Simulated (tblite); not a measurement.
Record of a relaxation.

Species: C₆H₁₃OP.
Atom-mapped SMILES: `[CH3:1][O:2][C@@H:3]1[CH2:4][CH2:5][C@@H:6]([CH3:7])[PH:8]1` (hydrogens: H9, H10, H11 on C1; H12 on C3; H13, H14 on C4; H15, H16 on C5; H17 on C6; H18, H19, H20 on C7; H21 on P8)

Computed with GFN2-xTB (tblite), gas phase: L-BFGS steps from a force-field or distance-geometry start until the largest atomic force falls under 0.01 eV/Å. 8 of its 130 geometries are shown.

Step 0: E = -708.0176 eV, largest atomic force 3.468 eV/Å
```
atom  x, y, z in Å  |  force x, y, z in eV/Å
C1      3.066    0.779   -0.163    0.424   0.391  -0.417
O2      2.020   -0.100   -0.478    1.196  -0.236   0.276
C3      0.905    0.384    0.145   -1.920   0.754  -0.326
C4      0.192   -0.584    1.015    0.894  -2.050   2.650
C5     -0.793   -1.389    0.233   -0.592  -1.056  -0.888
C6     -1.736   -0.416   -0.467    1.600  -0.256  -0.464
C7     -2.581    0.388    0.465   -1.308   1.269   0.078
P8     -0.437    0.803   -1.101   -1.059   1.886  -2.028
H9      3.978    0.397   -0.644   -0.235   0.235   0.250
H10     3.188    0.885    0.945    0.146  -0.147  -0.743
H11     2.757    1.762   -0.596    0.749  -0.262   0.293
H12     1.098    1.328    0.701   -0.017  -0.345  -0.226
H13     0.955   -1.314    1.420   -0.464   0.622  -0.133
H14    -0.291   -0.145    1.908    0.200   0.147  -0.483
H15    -1.329   -2.136    0.838    0.153   0.188  -0.045
H16    -0.235   -1.910   -0.571   -0.178  -0.069   0.381
H17    -2.286   -0.882   -1.291    0.011   0.049   0.197
H18    -3.465    0.748   -0.129    0.561  -0.253   0.816
H19    -2.025    1.314    0.760   -0.500  -0.743   0.130
H20    -2.926   -0.154    1.363    0.159   0.244  -0.521
H21    -0.063    0.258   -2.412    0.181  -0.369   1.204
```

Step 18: E = -708.9650 eV, largest atomic force 0.076 eV/Å
```
atom  x, y, z in Å  |  force x, y, z in eV/Å
C1      3.113    0.825   -0.218    0.052  -0.003   0.017
O2      1.977    0.050   -0.490    0.017   0.026   0.018
C3      0.787    0.478    0.150    0.032  -0.021  -0.010
C4      0.189   -0.631    1.033    0.002   0.015  -0.001
C5     -0.823   -1.399    0.194   -0.014   0.014  -0.007
C6     -1.683   -0.347   -0.503   -0.031   0.023  -0.026
C7     -2.620    0.386    0.463   -0.001  -0.008  -0.013
P8     -0.456    0.875   -1.226   -0.019   0.017  -0.007
H9      3.947    0.332   -0.711    0.036  -0.038  -0.036
H10     3.313    0.880    0.858    0.010  -0.006   0.042
H11     3.021    1.845   -0.612   -0.063  -0.004  -0.005
H12     0.995    1.373    0.753   -0.033  -0.001  -0.047
H13     0.986   -1.275    1.402    0.046  -0.029  -0.018
H14    -0.318   -0.181    1.886    0.016   0.031   0.048
H15    -1.435   -2.065    0.805    0.005  -0.006   0.041
H16    -0.300   -2.002   -0.550    0.034   0.003  -0.011
H17    -2.268   -0.794   -1.311    0.000  -0.035  -0.010
H18    -3.493    0.754   -0.067   -0.010   0.060   0.004
H19    -2.117    1.238    0.919   -0.009   0.001   0.027
H20    -2.956   -0.272    1.263   -0.038  -0.046  -0.047
H21     0.131   -0.053   -2.099   -0.032   0.005   0.042
```

Step 37: E = -709.0017 eV, largest atomic force 0.167 eV/Å
```
atom  x, y, z in Å  |  force x, y, z in eV/Å
C1      3.146    0.819   -0.221   -0.047  -0.009  -0.018
O2      1.997    0.076   -0.529   -0.100   0.031  -0.008
C3      0.807    0.500    0.114   -0.063   0.038   0.032
C4      0.242   -0.595    1.036    0.000   0.000   0.019
C5     -0.816   -1.364    0.256   -0.024  -0.040  -0.056
C6     -1.690   -0.346   -0.474   -0.075   0.067   0.023
C7     -2.687    0.357    0.443   -0.131   0.065   0.081
P8     -0.475    0.862   -1.240    0.039  -0.014   0.054
H9      3.959    0.345   -0.768    0.056   0.023   0.011
H10     3.366    0.807    0.853    0.002  -0.059   0.019
H11     3.045    1.860   -0.544    0.016   0.037  -0.033
H12     0.997    1.418    0.683    0.039   0.018   0.007
H13     1.059   -1.245    1.348    0.028  -0.069  -0.013
H14    -0.197   -0.158    1.932   -0.031   0.120  -0.006
H15    -1.418   -2.004    0.899    0.015  -0.028   0.071
H16    -0.313   -1.986   -0.484    0.045  -0.133  -0.059
H17    -2.257   -0.819   -1.284    0.062  -0.056   0.013
H18    -3.363    0.968   -0.155    0.055   0.017   0.078
H19    -2.194    1.004    1.171    0.009  -0.079  -0.113
H20    -3.287   -0.373    0.992    0.074   0.049  -0.078
H21     0.069   -0.109   -2.087    0.031   0.023  -0.024
```

Step 55: E = -709.0171 eV, largest atomic force 0.041 eV/Å
```
atom  x, y, z in Å  |  force x, y, z in eV/Å
C1      3.139    0.810   -0.229    0.001  -0.009   0.001
O2      1.969    0.121   -0.583   -0.008  -0.022  -0.008
C3      0.796    0.521    0.103   -0.016   0.034  -0.016
C4      0.254   -0.576    1.035    0.013   0.012  -0.012
C5     -0.810   -1.368    0.280   -0.008   0.010  -0.002
C6     -1.691   -0.368   -0.473   -0.016   0.023   0.007
C7     -2.698    0.339    0.431   -0.003   0.010   0.017
P8     -0.499    0.866   -1.233    0.012   0.020  -0.011
H9      3.949    0.351   -0.792    0.009  -0.012  -0.012
H10     3.352    0.728    0.843   -0.006  -0.026   0.023
H11     3.071    1.871   -0.496   -0.003   0.019   0.011
H12     0.999    1.440    0.669   -0.008   0.024   0.013
H13     1.077   -1.221    1.344   -0.003  -0.002   0.017
H14    -0.178   -0.116    1.925    0.003  -0.010  -0.017
H15    -1.409   -1.974    0.961    0.016  -0.028   0.007
H16    -0.320   -2.029   -0.438    0.005  -0.006   0.012
H17    -2.237   -0.863   -1.284    0.004  -0.009   0.002
H18    -3.277    1.060   -0.141    0.001  -0.005  -0.021
H19    -2.192    0.875    1.231    0.018   0.022   0.016
H20    -3.386   -0.375    0.879    0.007  -0.034  -0.008
H21     0.080   -0.075   -2.091   -0.016  -0.012  -0.019
```

Step 74: E = -709.0498 eV, largest atomic force 0.236 eV/Å
```
atom  x, y, z in Å  |  force x, y, z in eV/Å
C1      3.120    0.674   -0.144   -0.059   0.023   0.002
O2      1.898    0.288   -0.729    0.145  -0.012   0.042
C3      0.742    0.645   -0.001    0.024   0.045  -0.055
C4      0.274   -0.433    0.990    0.053   0.043   0.043
C5     -0.734   -1.323    0.268    0.062   0.006   0.050
C6     -1.697   -0.395   -0.474    0.007  -0.036   0.003
C7     -2.691    0.286    0.462   -0.062   0.049   0.015
P8     -0.597    0.869   -1.316    0.010   0.089   0.043
H9      3.897    0.300   -0.812   -0.010   0.051   0.059
H10     3.264    0.238    0.859   -0.089   0.081  -0.190
H11     3.194    1.774   -0.072   -0.019  -0.234   0.020
H12     0.926    1.601    0.512   -0.046   0.017   0.052
H13     1.129   -1.002    1.355    0.018  -0.044  -0.060
H14    -0.194    0.048    1.848   -0.037   0.012   0.042
H15    -1.264   -1.973    0.966   -0.009   0.012   0.007
H16    -0.198   -1.950   -0.449   -0.025  -0.003  -0.016
H17    -2.245   -0.938   -1.249   -0.053  -0.036  -0.003
H18    -3.348    0.952   -0.098    0.037  -0.050   0.001
H19    -2.167    0.883    1.206   -0.065  -0.016  -0.007
H20    -3.308   -0.452    0.976    0.049   0.029  -0.021
H21    -0.012   -0.078   -2.158    0.070  -0.025  -0.030
```

Step 92: E = -709.0634 eV, largest atomic force 0.029 eV/Å
```
atom  x, y, z in Å  |  force x, y, z in eV/Å
C1      3.095    0.619   -0.134    0.012  -0.001   0.007
O2      1.878    0.344   -0.776    0.014   0.000   0.001
C3      0.732    0.694   -0.028    0.015   0.002   0.001
C4      0.303   -0.384    0.980   -0.013   0.002  -0.004
C5     -0.702   -1.297    0.282   -0.008  -0.009   0.007
C6     -1.689   -0.399   -0.467    0.003  -0.010   0.004
C7     -2.703    0.270    0.460    0.001  -0.007  -0.012
P8     -0.619    0.882   -1.330   -0.018   0.017   0.015
H9      3.884    0.301   -0.812   -0.004   0.011  -0.005
H10     3.189    0.073    0.812    0.009  -0.010  -0.008
H11     3.196    1.692    0.072    0.019   0.002  -0.008
H12     0.908    1.655    0.480   -0.002   0.004   0.008
H13     1.174   -0.945    1.321   -0.014   0.000  -0.011
H14    -0.157    0.091    1.847    0.000  -0.003   0.009
H15    -1.214   -1.944    0.996   -0.018   0.002   0.016
H16    -0.171   -1.928   -0.434    0.005   0.003   0.002
H17    -2.232   -0.967   -1.229    0.003  -0.005   0.006
H18    -3.373    0.907   -0.113    0.000  -0.002  -0.015
H19    -2.205    0.888    1.203   -0.002   0.009  -0.005
H20    -3.299   -0.480    0.978    0.004  -0.010   0.003
H21    -0.004   -0.056   -2.165   -0.005   0.004  -0.010
```

Step 111: E = -709.0655 eV, largest atomic force 0.012 eV/Å
```
atom  x, y, z in Å  |  force x, y, z in eV/Å
C1      3.104    0.612   -0.140   -0.002  -0.002  -0.006
O2      1.878    0.356   -0.775   -0.004  -0.006  -0.009
C3      0.736    0.700   -0.019    0.005  -0.002   0.005
C4      0.307   -0.382    0.986   -0.005  -0.001   0.001
C5     -0.704   -1.293    0.294   -0.005   0.003  -0.004
C6     -1.687   -0.399   -0.465    0.003   0.006  -0.006
C7     -2.717    0.264    0.447    0.007  -0.005  -0.004
P8     -0.622    0.897   -1.313    0.000   0.003   0.004
H9      3.881    0.310   -0.840    0.004  -0.001   0.002
H10     3.211    0.040    0.789    0.007  -0.005  -0.003
H11     3.215    1.679    0.090   -0.010   0.002  -0.001
H12     0.914    1.658    0.496    0.002   0.001   0.004
H13     1.179   -0.948    1.317   -0.003   0.001   0.003
H14    -0.145    0.089    1.859   -0.007   0.005  -0.002
H15    -1.223   -1.928    1.015   -0.002   0.003   0.000
H16    -0.178   -1.936   -0.415    0.008   0.006   0.003
H17    -2.217   -0.971   -1.234    0.005   0.000   0.004
H18    -3.405    0.866   -0.142   -0.004  -0.001  -0.005
H19    -2.236    0.916    1.172    0.008  -0.001   0.006
H20    -3.291   -0.489    0.986   -0.007  -0.005   0.003
H21    -0.006   -0.023   -2.167    0.000   0.000   0.004
```

Step 129: E = -709.0665 eV, largest atomic force 0.008 eV/Å
```
atom  x, y, z in Å  |  force x, y, z in eV/Å
C1      3.106    0.582   -0.155   -0.004   0.000  -0.002
O2      1.871    0.349   -0.779   -0.004  -0.001  -0.005
C3      0.741    0.713   -0.015   -0.001   0.001   0.001
C4      0.301   -0.353    1.001   -0.003   0.000   0.000
C5     -0.694   -1.278    0.306   -0.002   0.000  -0.003
C6     -1.680   -0.397   -0.463    0.000   0.003  -0.004
C7     -2.731    0.244    0.440   -0.002   0.000   0.000
P8     -0.626    0.916   -1.300   -0.001   0.005   0.005
H9      3.874    0.332   -0.885   -0.001  -0.006   0.003
H10     3.239   -0.042    0.737    0.004  -0.004   0.002
H11     3.208    1.635    0.136    0.003   0.004  -0.005
H12     0.938    1.672    0.492   -0.002   0.001   0.001
H13     1.169   -0.909    1.360   -0.002   0.002   0.002
H14    -0.169    0.135    1.855    0.001  -0.003   0.004
H15    -1.213   -1.914    1.026    0.007  -0.004   0.001
H16    -0.154   -1.919   -0.395    0.006   0.002   0.001
H17    -2.192   -0.976   -1.239    0.000  -0.002   0.000
H18    -3.417    0.845   -0.153    0.002   0.000  -0.001
H19    -2.266    0.894    1.179   -0.005  -0.002   0.000
H20    -3.303   -0.521    0.962    0.001   0.003   0.001
H21    -0.009    0.010   -2.167    0.002  -0.001  -0.001
```

**Question.** Summarise the path.

**Answer.** The energy falls by 1.0489 eV from step 0 to step 129; nine tenths of that is first reached at step 17. It rises by more than 0.2 meV at steps 38 and 71. The largest force goes from 3.468 to 0.008 eV/Å. Among the bonds P8–H21 changes most, from 1.468 to 1.398 Å; the atoms move by 0.442 Å rms after alignment.

What follows is the cost of the whole relaxation. Time: 0.97 s of wall time. Hardware: one thread of an Arm Neoverse V1, shared host.
